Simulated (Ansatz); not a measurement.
Ansatz (a program for electronic structure) input (CCSD(T)/def2-SVPD):

Ansatz 0.2 input:
```yaml
crystal:
  periodic: [false, false, false]
  atoms:
    - {symbol: Au, position_ang: [0.03646428, -0.03590575, 0.02555565]}
    - {symbol: Cl, position_ang: [-0.32712188, 1.73879753, -1.54756107]}
    - {symbol: O, position_ang: [-0.06694322, -2.19972517, 2.06138289]}
    - {symbol: C, position_ang: [0.53598991, -1.52086713, 1.29976310]}
basis:
  gaussian:
    orbitals: def2-SVPD
total_charge: -1
magnetization: {spin_polarized: true, initial_magnetization: 1}
correlation: {method: ccsd_t, electrons: outside_noble_gas}
output: {forces: true}
```

End of the output:

```
integrals: 0.23 GiB planned
997 factors; integrals over basis functions are off by at most 7.1e-4 eV
mean field: 0.43 GiB planned
mean field evaluation 1: about -19232.3699 eV, gradient 2.0e1 eV
mean field evaluation 2: about -19232.3838 eV, gradient 2.0e1 eV
mean field evaluation 4: about -19234.9842 eV, gradient 3.3e0 eV
mean field evaluation 8: about -19235.2042 eV, gradient 2.2e-1 eV
mean field evaluation 16: about -19232.3686 eV, gradient 2.0e1 eV
mean field evaluation 32: about -19235.2007 eV, gradient 4.8e-1 eV
mean field evaluation 64: about -19231.5402 eV, gradient 6.0e0 eV
mean field evaluation 96: about -19234.2108 eV, gradient 4.4e-1 eV
mean field evaluation 128: about -19231.3043 eV, gradient 1.7e0 eV
mean field evaluation 160: about -19232.3232 eV, gradient 4.1e0 eV
mean field evaluation 192: about -19233.9584 eV, gradient 1.2e1 eV
mean field evaluation 224: about -19232.5104 eV, gradient 6.0e0 eV
mean field evaluation 256: about -19230.9047 eV, gradient 5.4e-1 eV
mean field -19235.20576405 eV, -706.8807737380 hartree, gradient 2.8e-6 eV, S^2 0.768963; 5 other end points of the search recorded, 0 dependent functions left out
determinant -19235.20576405 eV, -706.8807737380 hartree, with singles and doubles -19255.61779700 eV, -707.6309021133 hartree
determinant -19234.22296265 eV, -706.8446564528 hartree, with singles and doubles -19254.52323550 eV, -707.5906777201 hartree
11 core orbitals not correlated
reference -19235.20576405 eV, -706.8807737380 hartree; 15, 14 occupied and 79, 80 virtual orbitals, 997 factors
densities: 1.50 GiB planned
second order -20.50494551 eV of doubles, -0.00000000 eV of singles
coupled cluster: 1.00 GiB planned
cycle   1  -20.41523841 eV  change   -3.2e-3 eV  update   2.9e-3
cycle   2  -20.41549563 eV  change   -2.6e-4 eV  update   2.3e-3
cycle   3  -20.41523326 eV  change    2.6e-4 eV  update   1.3e-3
cycle   4  -20.41639872 eV  change   -1.2e-3 eV  update   4.0e-4
cycle   5  -20.41726818 eV  change   -8.7e-4 eV  update   1.7e-4
cycle   6  -20.41719241 eV  change    7.6e-5 eV  update   5.9e-5
cycle   7  -20.41725001 eV  change   -5.8e-5 eV  update   3.2e-5
cycle   8  -20.41723292 eV  change    1.7e-5 eV  update   1.2e-5
cycle   9  -20.41720810 eV  change    2.5e-5 eV  update   5.8e-6
cycle  10  -20.41720896 eV  change   -8.6e-7 eV  update   2.2e-6
cycle  11  -20.41721163 eV  change   -2.7e-6 eV  update   8.7e-7
cycle  12  -20.41721154 eV  change    9.0e-8 eV  update   4.2e-7
perturbative correction -0.74432669 eV, -0.0273535015 hartree
the calculation of the forces begins
Total energy: -19256.36730228 eV, -707.6584459242 hartree
Atom 0 at     0.036464    -0.035906     0.025556 Å, force     0.045506    -0.227530     0.201924 eV/Å
Atom 1 at    -0.327122     1.738798    -1.547561 Å, force    -0.052254     0.244804    -0.216544 eV/Å
Atom 2 at    -0.066943    -2.199725     2.061383 Å, force    -0.666326    -0.741745     0.833798 eV/Å
Atom 3 at     0.535990    -1.520867     1.299763 Å, force     0.673074     0.724470    -0.819177 eV/Å
Dipole moment:     0.101915    -0.218728     0.181580 e Å
```

The spin state was set by rule; other spins were not relaxed.
